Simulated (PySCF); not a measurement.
Isomers C6H9NO:

A. `CC(C)c1cocn1`
B. SMILES N1(C(C)=O)CC=CC1
C. SMILES C1=COC=C1N(C)C

Spectrum 1. 1H NMR (400 MHz, computed): δ 7.33 (m, 1H), 6.95 (m, 1H), 6.31 (m, 1H), 2.73 (s, 6H). 13C{1H} NMR (computed): δ 147.3 (CH), 146.6 (C), 127.5 (CH), 108.0 (CH), 42.5 (CH3).

Spectrum 2. 1H NMR (400 MHz, computed): δ 6.13 (m, 1H), 5.90 (m, 1H), 4.42 (m, 2H), 4.31 (m, 2H), 1.98 (s, 3H). 13C{1H} NMR (computed): δ 169.0 (C), 136.3 (CH), 132.7 (CH), 58.1 (CH2), 57.8 (CH2), 24.2 (CH3).

Spectrum 3. 1H NMR (400 MHz, computed): δ 7.71 (m, 1H), 7.55 (m, 1H), 2.80 (sept, 1H), 1.41 (d, 6H). 13C{1H} NMR (computed): δ 155.9 (CH), 155.4 (C), 138.4 (CH), 30.8 (CH), 25.0 (CH3).

- coordinates at the GFN2-xTB level
- NMR shieldings at PBE0/pcSseg-1/GIAO
- run in PySCF 2.14
- averaged over atoms made equivalent by symmetry, fast rotation or ring inversion, gas phase, non-relativistic Hamiltonian, single conformer

δ = σ(ref) − σ, references computed at the same level: 1H, 13C against TMS. Where no couplings were computed, multiplicities follow the n + 1 count of equivalent neighbours, and m marks all less simple cases (inequivalent or close neighbours, rings, F or P nearby). Shifts are as computed. Against solution values, carbons near 30 ppm lie about +3 ppm off and those near 130 ppm about +5 ppm. Of 1211 compounds with measured shifts, 218 miss one by over three times the rms of a fit or turn the order of signals round; such compounds aren't used in these exercises. Groups on amide-type nitrogens are kept apart (slow C–N rotation).

Task: Which spectrum belongs to which compound?

Result: 1–C, 2–B, 3–A.

- Spectrum 1 (C): 5 13C signals; δC 146.6 is an aromatic carbon bearing nitrogen; δC 108.0 is an aromatic CH.
- Spectrum 2 (B): 6 13C signals; δC 169.0 is an amide carbonyl carbon; δC 136.3 is an alkene CH.
- Spectrum 3 (A): 5 13C signals; δC 30.8 is an sp3 CH on an aromatic ring; δC 25.0 is a methyl carbon.
